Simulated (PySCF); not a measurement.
Removal energies of Er⁵⁰⁺ from EOM-IP-GCCSD

Reference: closed-shell Er⁵⁰⁺, [Ar]; one electron is removed. Calculated with PySCF 2.14, two-component X2C-1e with screened spin-orbit coupling, an uncontracted even-tempered set (18 s from 4.6 bohr⁻², ratio 2.6; 14 p from 5.9 bohr⁻², ratio 2.6; 5 d from 6.1 bohr⁻², ratio 2.8; 3 f from 97 bohr⁻², ratio 2.8); frozen [Ne]; the 62 highest virtual spinors dropped; of the others 50 kept and the rest restored at second order. No Breit or QED terms. Binding energies in eV.

```tsv
level	Koopmans	second order	EOM-CCSD
3s1/2	5066.3	5087.5	5050.2
3p1/2	4878.0	4877.8	4877.8
3p3/2	4641.5	4642.5	4642.8
```

In EOM-CCSD the overlap with the one-orbital guess is low for 3s1/2 (weight 0.77). That can mean mixing with two-hole, one-particle states, where second order and EOM-CCSD lose accuracy, or only a rotation among the degenerate components of the shell; the terms of those configurations are not listed.

For comparison, the ionisation energy of Er⁵⁰⁺ is 4639 ± 4 eV (theoretical estimate listed by NIST; NIST Atomic Spectra Database, ionization energies).
